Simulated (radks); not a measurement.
These are the eigenvalues of the occupied orbitals of an atom or ion with whole-number occupations (eV). Method: scalar-relativistic Kohn-Sham, r2SCAN, spin-polarised, spherical densities, finite nucleus; meta-GGA in the generalised Kohn-Sham scheme; Fermi nuclear charge, rms radius of each element as measured or else 0.836 A^(1/3) + 0.57 fm; computed with a radial shooting solver on a logarithmic mesh with Libxc functionals.

orbital  eigenvalue
1s up     -2832.458
1s down   -2832.101
2s up     -321.8424
2s down   -321.6191
2p up     -258.9403
2p down   -258.5122
3s up      -75.4520
3s down    -72.8776
3p up      -60.4063

Which element is it, and in what charge state? The configuration may be excited. Open shells, if any, are filled with parallel spins first.

Answer. Z = 17, chlorine, charge +4: Cl4+ in [Ne] 3s2 3p1. The list shows which subshells hold electrons but not how many an open one holds; the 1s level, -104.09 hartree, gives Z - s = 14.4 by -(Z - s)^2/2, which with screening and relativity narrows Z to a few neighbours, and the depths of the outer levels then fix element, charge and occupations together.
